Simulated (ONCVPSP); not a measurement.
**tellurium (Te), ONCV: configuration errors across variants**

| Property | Result |
| --- | --- |
| Element | Te |
| Generator | ONCVPSP 4.0.1 |
| Type | optimised norm-conserving Vanderbilt (ONCV) |
| Functional | PBE |
| Relativity | scalar-relativistic |
| Frozen core | [Kr] |
| Valence charge | 16 |
| Reference configuration | 4d10 5s1.5 5p4.5 |
| Partial waves | 5s: rc 1.55 bohr, ncon 3, nbas 7, qcut 3.7 1/bohr, 1 projector; 5p: rc 1.85 bohr, ncon 4, nbas 7, qcut 4.8 1/bohr, 2 projectors, debl 2.1 Ha; 4d: rc 1.10 bohr, ncon 4, nbas 9, qcut 16.9 1/bohr, 2 projectors, debl 0.8 Ha |
| Local potential | polynomial inside 0.95 bohr (lpopt 5, dvloc0 4 Ha) |
| Core correction | none |

In the d channel the program set the typed energies aside and used -1.556, 0.250 Ha.

All-electron excitation energies from the reference (eV): (1) 4d10 5s2 5p4 -4.603; (2) 4d10 5s2 5p3 5.126; (3) 4d10 5s2 5p2 23.051; (4) 4d10 5s0 5p6 14.099.

2 further variants failed, have other tests or too few solved ones, and are left out.

A true bound ghost makes a file unfit for plane-wave use even where its test errors are small: the radial tests pick states by their node count and pass the ghost by.

Errors AE − PS in meV (a dash: test not solved or not reliable):

```json
{"change": "base", "(1)": "+1.2", "(2)": "-1.5", "(3)": "-0.3", "(4)": "-5.0", "bound ghosts": "s", "GHOST(+) flags above zero": "p"}
{"change": "s: rc 1.36", "(1)": "+1.2", "(2)": "-2.0", "(3)": "-1.5", "(4)": "-7.9", "bound ghosts": "s", "GHOST(+) flags above zero": "p"}
{"change": "s: rc 1.5", "(1)": "+1.3", "(2)": "-1.4", "(3)": "-0.3", "(4)": "-6.6", "bound ghosts": "s", "GHOST(+) flags above zero": "p"}
{"change": "s: rc 1.58", "(1)": "+0.9", "(2)": "-1.7", "(3)": "-0.6", "(4)": "-4.0", "bound ghosts": "s", "GHOST(+) flags above zero": "p"}
{"change": "s: rc 1.78", "(1)": "-0.2", "(2)": "-3.0", "(3)": "-1.9", "(4)": "-2.5", "bound ghosts": "s", "GHOST(+) flags above zero": "p"}
{"change": "s: rc 2.02", "(1)": "-1.5", "(2)": "-4.4", "(3)": "-2.1", "(4)": "-14", "bound ghosts": "s", "GHOST(+) flags above zero": "p"}
{"change": "s: rc 2.12", "(1)": "-2.1", "(2)": "-5.0", "(3)": "-1.5", "(4)": "-21", "bound ghosts": "s", "GHOST(+) flags above zero": "p"}
{"change": "s: rc 2.24", "(1)": "-3.1", "(2)": "-5.7", "(3)": "-0.2", "(4)": "-32", "bound ghosts": "s", "GHOST(+) flags above zero": "p"}
```

Q: Give the same row for: s: rc 1.88.

A: -0.7, -3.7, -2.3, -5.8; bound ghosts: s; GHOST(+) flags above zero: p.
